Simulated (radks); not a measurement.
The nuclear charge of neutral samarium is varied continuously with 62 electrons held in [Xe] 4f6 6s2. All-electron calculation, Dirac Kohn-Sham, PBE, spin-unpolarised, spherical densities, point nucleus; open shells fill j = l - 1/2 first. Program: a radial shooting solver on a logarithmic mesh with Libxc functionals. By the Hellmann-Feynman theorem dE/dZ = E(electron-nucleus)/Z, the electronic potential at the nucleus.

Z = 62: E (hartree) -10434.5737; E(electron-nucleus)/Z (hartree) -412.419; HOMO 4f5/2; e(HOMO) (eV) -2.563; <r> HOMO (bohr) 1.015
Z = 62.25: E (hartree) -10537.9852; E(electron-nucleus)/Z (hartree) -414.872; HOMO 6s1/2; e(HOMO) (eV) -5.026; <r> HOMO (bohr) 4.100
Z = 62.5: E (hartree) -10642.0096; E(electron-nucleus)/Z (hartree) -417.323; HOMO 6s1/2; e(HOMO) (eV) -6.599; <r> HOMO (bohr) 3.907
Z = 62.75: E (hartree) -10746.6465; E(electron-nucleus)/Z (hartree) -419.772; HOMO 6s1/2; e(HOMO) (eV) -8.283; <r> HOMO (bohr) 3.741
Z = 63: E (hartree) -10851.8957; E(electron-nucleus)/Z (hartree) -422.222; HOMO 6s1/2; e(HOMO) (eV) -10.067; <r> HOMO (bohr) 3.595

 No converged solution with all levels bound was reached at Z = 61.75.
